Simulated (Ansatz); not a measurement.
BiH3O (SMILES [OH][BiH2]) moved off its minimum; all values from Ansatz (a quantum-chemistry and plane-wave program), cores frozen in correlated methods. Elements past Kr take the def2 small-core potentials, without spin–orbit coupling.
(charge 0, multiplicity 1)
```xyz
5

Bi    -0.0972    -0.1500     0.0142
H     -1.7256     0.0921    -0.8562
H      0.4309    -1.3848    -0.8487
O      0.9148     1.2268    -0.8956
H      1.4005     1.7406    -0.4678
```

Forces at B3LYP/def2-TZVPP (eV/Å):

| atom | Fx | Fy | Fz |
|---|---|---|---|
| Bi1 | -3.496 | 0.474 | 4.455 |
| H2 | 0.657 | -0.127 | -0.038 |
| H3 | 1.092 | -2.734 | -2.400 |
| O4 | -4.708 | -4.515 | -7.998 |
| H5 | 6.455 | 6.902 | 5.980 |

Question: Give the forces (eV/Å), the total energy and the dipole at CCSD(T)/def2-TZVPPD.

Answer: 
```tsv
atom	Fx	Fy	Fz
Bi1	-3.549	0.521	4.478
H2	0.692	-0.119	-0.023
H3	1.122	-2.785	-2.433
O4	-4.753	-4.549	-8.033
H5	6.488	6.932	6.011
```
Energy -290.5351 hartree, dipole 1.85 D.
